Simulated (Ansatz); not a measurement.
Reaction (ligand exchange at a Ge–O bond): `[OH][GeH2][F]` + `BCS` → `BC[S][GeH2][F]` + H₂O

Program: Ansatz. Geometries: PBE0-D4/def2-TZVP. ΔE: electronic, gas phase. CCSD(T)/CBS adds triple-zeta CCSD(T) − MP2 to the extrapolated MP2 energy (def2 sets, frozen cores). This one scheme is used for every species. For Ge outer-core shells are correlated without core-valence functions, which leaves a few kJ/mol of doubt a bond. Scalar relativity is left out up to krypton. Each species was taken in one conformer, which may not be the lowest.

```tsv
species	SCS-MP2/def2-TZVPP energy (Eh)
`[OH][GeH2][F]`	-2252.28919
`BCS`	-463.46927
`BC[S][GeH2][F]`	-2639.44145
H₂O	-76.32077
```

Q: Work out ΔE.

A: ΔE = (-2639.44145) + (-76.32077) − (-2252.28919) − (-463.46927) = -0.00376 Eh = -0.10 eV. CCSD(T)/CBS gives -0.21 eV.

Largest T1 diagnostic among the species: 0.012.

In def2-TZVPP, CCSD(T) changes the Hartree–Fock value by −0.13 eV (the triples alone add −0.03 eV) and MP2 by −0.17 eV. The D4 term adds −0.08 eV with B3LYP and −0.05 eV with PBE0; it sums over pairs of atoms, weighted by their polarisabilities, and B3LYP, whose exchange is more repulsive, gets the larger term.

B3LYP here is the variant with VWN-RPA as its local correlation; programs differ in this.
